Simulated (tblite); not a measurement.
C5H8Se.
Bonds: C1–C2 (double), C2–C3, C3–Se4, Se4–C5, C5–C6 (double). Hydrogens: H7, H8 on C1; H9 on C2; H10, H11 on C3; H12 on C5; H13, H14 on C6.

Computed with GFN2-xTB (tblite), gas phase: L-BFGS steps from a force-field or distance-geometry start until the largest atomic force falls under 0.01 eV/Å.

Step 88: E = -486.3862 eV
```
atom  x, y, z in Å  |  force x, y, z in eV/Å
C1     -3.0662    0.5546    0.3501    0.028   0.027  -0.007
C2     -2.0255    0.2794   -0.4164   -0.009  -0.061   0.014
C3     -0.7368   -0.2504    0.0895    0.018   0.003   0.019
Se4     0.7916    0.9638   -0.3292   -0.002  -0.021  -0.009
C5      2.1538   -0.3342   -0.0416   -0.001   0.016   0.010
C6      3.4499   -0.0939   -0.1519   -0.020   0.010   0.020
H7     -3.9945    0.9124   -0.0611    0.010   0.006   0.009
H8     -3.0320    0.4288    1.4200    0.003   0.004   0.001
H9     -2.0837    0.4073   -1.4893    0.008   0.032  -0.023
H10    -0.4813   -1.1881   -0.4101   -0.022  -0.014   0.002
H11    -0.7488   -0.3858    1.1726   -0.024  -0.022  -0.005
H12     1.7675   -1.3091    0.2266    0.010   0.012  -0.012
H13     3.8252    0.8827   -0.4082    0.013  -0.004  -0.016
H14     4.1800   -0.8680    0.0170   -0.012   0.012   0.000
```

Step 89: E = -486.3866 eV
```
atom  x, y, z in Å  |  force x, y, z in eV/Å
C1     -3.0636    0.5583    0.3513    0.031   0.017  -0.015
C2     -2.0259    0.2762   -0.4170    0.005  -0.062   0.026
C3     -0.7376   -0.2561    0.0866    0.035   0.011   0.034
Se4     0.7876    0.9654   -0.3237    0.011  -0.023  -0.008
C5      2.1519   -0.3311   -0.0363   -0.008   0.006   0.006
C6      3.4478   -0.0928   -0.1527   -0.026   0.026   0.019
H7     -3.9900    0.9180   -0.0617    0.000   0.013   0.022
H8     -3.0274    0.4340    1.4215   -0.004   0.006  -0.006
H9     -2.0843    0.4043   -1.4895    0.001   0.029  -0.034
H10    -0.4775   -1.1891   -0.4186   -0.031  -0.021  -0.005
H11    -0.7474   -0.3983    1.1690   -0.035  -0.018  -0.014
H12     1.7660   -1.3050    0.2362    0.010   0.014  -0.011
H13     3.8223    0.8828   -0.4136    0.018  -0.005  -0.017
H14     4.1774   -0.8669    0.0164   -0.007   0.008   0.001
```

Step 90: E = -486.3872 eV
```
atom  x, y, z in Å  |  force x, y, z in eV/Å
C1     -3.0588    0.5648    0.3525    0.033  -0.004  -0.020
C2     -2.0266    0.2699   -0.4183    0.019  -0.041   0.031
C3     -0.7387   -0.2652    0.0824    0.046   0.006   0.041
Se4     0.7822    0.9684   -0.3113    0.018  -0.030  -0.003
C5      2.1495   -0.3258   -0.0272   -0.007  -0.006   0.002
C6      3.4449   -0.0908   -0.1546   -0.035   0.040   0.018
H7     -3.9837    0.9269   -0.0617   -0.008   0.023   0.033
H8     -3.0203    0.4442    1.4231   -0.010   0.006  -0.013
H9     -2.0863    0.3990   -1.4906   -0.003   0.016  -0.033
H10    -0.4723   -1.1907   -0.4332   -0.039  -0.018  -0.005
H11    -0.7486   -0.4205    1.1636   -0.040  -0.009  -0.029
H12     1.7652   -1.2983    0.2530    0.008   0.015  -0.009
H13     3.8185    0.8827   -0.4241    0.023  -0.005  -0.016
H14     4.1742   -0.8651    0.0143   -0.003   0.005   0.002
```

**Question.** Estimate the geometry and energy of step 91. (The exact step hangs on the optimiser's Hessian estimate; all steps are aligned on step 90, rigid shifts and turns removed.)

**Answer.** E = -486.3878 eV, largest force 0.054 eV/Å
```
atom  x, y, z in Å  |  force x, y, z in eV/Å
C1     -3.0536    0.5724    0.3532    0.021  -0.027  -0.016
C2     -2.0268    0.2631   -0.4189    0.027  -0.003   0.018
C3     -0.7393   -0.2755    0.0791    0.030   0.008   0.028
Se4     0.7767    0.9680   -0.3004    0.019  -0.019  -0.001
C5      2.1477   -0.3217   -0.0192   -0.023  -0.020  -0.001
C6      3.4418   -0.0877   -0.1563   -0.010   0.051   0.015
H7     -3.9773    0.9368   -0.0616   -0.006   0.033   0.038
H8     -3.0143    0.4560    1.4243   -0.010   0.002  -0.012
H9     -2.0881    0.3959   -1.4912    0.000  -0.007  -0.023
H10    -0.4692   -1.1941   -0.4459   -0.036  -0.028  -0.013
H11    -0.7509   -0.4437    1.1579   -0.039   0.001  -0.016
H12     1.7671   -1.2933    0.2672   -0.002   0.004   0.000
H13     3.8136    0.8840   -0.4342    0.028   0.000  -0.015
H14     4.1718   -0.8609    0.0139    0.002   0.005   0.000
```

The energy changes by -0.0006 eV. The first-order estimate −F·Δx gives -0.0009 eV and the mean of the old and new forces, exact on a quadratic surface, -0.0006 eV. The step makes an angle of 82° with the force vector and moves no atom by more than 0.024 Å.

The cost below is that of the whole relaxation. On Intel Xeon at 2.50 GHz, one thread (shared host), this took 1.8 s of wall time.
